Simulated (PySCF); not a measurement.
## Telling isomers of C5H5FN2 apart by NMR

- geometry: GFN2-xTB
- GIAO PBE0/pcSseg-1 shieldings
- run in PySCF
- single conformer, equivalent nuclei averaged, relativity neglected, in vacuum

Scale: 1H, 13C against TMS (reference shieldings calculated alike). Splittings of carbon signals by F and P are missing where no couplings were computed. Where no couplings were computed, multiplicities follow the n + 1 count of equivalent neighbours, and m marks all less simple cases (inequivalent or close neighbours, rings, F or P nearby). Shifts are as computed. Against solution values, carbons near 30 ppm lie about +3 ppm off and those near 130 ppm about +5 ppm (rms about the fit 2.1 ppm; single classes can miss by 10 ppm). Of 1328 compounds with measured shifts, 309 miss one by over three times the rms of a fit or turn the order of signals round; such compounds aren't used in these exercises. Signals without a measured value on file couldn't be tested in this way; 1H shifts scatter by 0.2 ppm about their fit, and single ones miss by 0.5 ppm. OH and NH positions are gas-phase values without hydrogen bonding to other molecules.

(1) Tabulate the signals of `F/C=C\c1ccn[nH]1`, `CCC(F)(C#N)C#N`, `Cc1nccnc1F` and their relative energies.

(2) What is the quickest way to tell F/C=C\c1ccn[nH]1 from Cc1nccnc1F?

(3) What is the quickest way to tell F/C=C\c1ccn[nH]1 from CCC(F)(C#N)C#N?

(4) What is the quickest way to tell CCC(F)(C#N)C#N from Cc1nccnc1F?

Results:

(1) 
```json
{"SMILES": "F/C=C\\c1ccn[nH]1", "carbon types": "1×C 4×CH", "δC": "157.8, 142.9, 139.2, 112.0, 107.3", "δH": "10.37 (br s, 1H), 7.64 (m, 1H), 6.99 (m, 1H), 6.33 (m, 1H), 5.98 (m, 1H)", "E rel. (kcal/mol)": "21.9"}
{"SMILES": "CCC(F)(C#N)C#N", "carbon types": "3×C 1×CH2 1×CH3", "δC": "117.6, 80.9, 38.4, 11.0", "δH": "2.37 (m, 2H), 1.36 (t, 3H)", "E rel. (kcal/mol)": "36.9"}
{"SMILES": "Cc1nccnc1F", "carbon types": "2×C 2×CH 1×CH3", "δC": "169.4, 148.3, 146.9, 146.1, 22.3", "δH": "8.61 (d, 1H), 8.35 (m, 1H), 2.78 (s, 3H)", "E rel. (kcal/mol)": "0.0"}
```

Energies are electronic energies at PBE0/pcSseg-1 on these geometries, without zero-point or thermal terms, each for the one conformer computed, which needn't be the lowest.

(2) Both give the same number of carbon signals, but DEPT or the intensities differ. The first has an alkene CH at 107.3 ppm, the second a methyl carbon on an aromatic ring (CH3) at 22.3 ppm. Their most deshielded carbons lie at 157.8 and 169.4 ppm. In the proton spectra the most deshielded non-exchanging signals are 7.64 (m, 1H) and 8.61 (d, 1H).

(3) Count the carbon signals: 5 against 4. The first has an alkene CH at 157.8 ppm, the second an sp3 CH2 at 38.4 ppm. Their most deshielded carbons lie at 157.8 and 117.6 ppm. In the proton spectra the most deshielded non-exchanging signals are 7.64 (m, 1H) and 2.37 (m, 2H).

(4) Count the carbon signals: 4 against 5. The first has a fully substituted sp3 carbon bonded to F, α to a nitrile (C) at 80.9 ppm, the second an aromatic CH next to a ring nitrogen at 146.9 ppm. Their most deshielded carbons lie at 117.6 and 169.4 ppm. In the proton spectra the most deshielded non-exchanging signals are 2.37 (m, 2H) and 8.61 (d, 1H).
